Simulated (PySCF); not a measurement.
Shifts of the heteroatoms

Geometry:
| atom | x (Å) | y (Å) | z (Å) |
| --- | --- | --- | --- |
| C1 | -1.964 | 1.682 | 0.640 |
| C2 | -1.731 | 0.416 | 0.306 |
| C3 | -2.842 | -0.587 | 0.197 |
| C4 | -0.390 | -0.081 | 0.025 |
| C5 | -0.041 | -1.360 | -0.328 |
| O6 | 1.280 | -1.470 | -0.511 |
| C7 | 1.831 | -0.251 | -0.280 |
| Si8 | 3.688 | -0.104 | -0.464 |
| C9 | 0.842 | 0.631 | 0.052 |
| H10 | -1.178 | 2.411 | 0.722 |
| H11 | -2.961 | 2.033 | 0.845 |
| H12 | -3.799 | -0.126 | 0.425 |
| H13 | -2.882 | -0.998 | -0.812 |
| H14 | -2.676 | -1.412 | 0.889 |
| H15 | -0.625 | -2.248 | -0.474 |
| H16 | 4.339 | -1.015 | 0.481 |
| H17 | 4.044 | 1.284 | -0.173 |
| H18 | 4.068 | -0.461 | -1.832 |
| H19 | 0.987 | 1.666 | 0.285 |

- GFN2-xTB structure
- GIAO PBE0/pcSseg-1 shieldings
- program: PySCF
- one conformer, non-relativistic, gas phase, one averaged value for each set of equivalent atoms

Question: Where does ²⁹Si resonate?

Answer: 
| atoms | environment | σ (ppm) | δ (ppm) |
| --- | --- | --- | --- |
| Si8 | silicon bonded to C, 3 H | 436.0 | -78.4 |

Shieldings were converted by a linear fit to measured shifts: ²⁹Si (scatter 8.9 ppm rms, 25.8 ppm with the 6 outliers that the fit left out vs TMS, solution or neat liquid). Occasional misses reach two or three times the rms, and more in compound classes unlike the fitted ones.

On a 400 MHz spectrometer ²⁹Si resonates near 79.5 MHz, so 1 ppm is 79.5 Hz.

Question: Predict the ¹⁷O NMR data.

Answer: 
```json
{"atoms": "O6", "environment": "aromatic ring oxygen", "σ (ppm)": "20.2", "δ (ppm)": "248.3"}
```

Shieldings were converted by a linear fit to measured shifts: ¹⁷O (scatter 10.7 ppm rms, 12.2 ppm with the 3 outliers that the fit left out vs liquid water, solution or neat liquid). Occasional misses reach two or three times the rms, and more in compound classes unlike the fitted ones.

On a 500 MHz spectrometer ¹⁷O resonates near 67.8 MHz, so 1 ppm is 67.8 Hz.
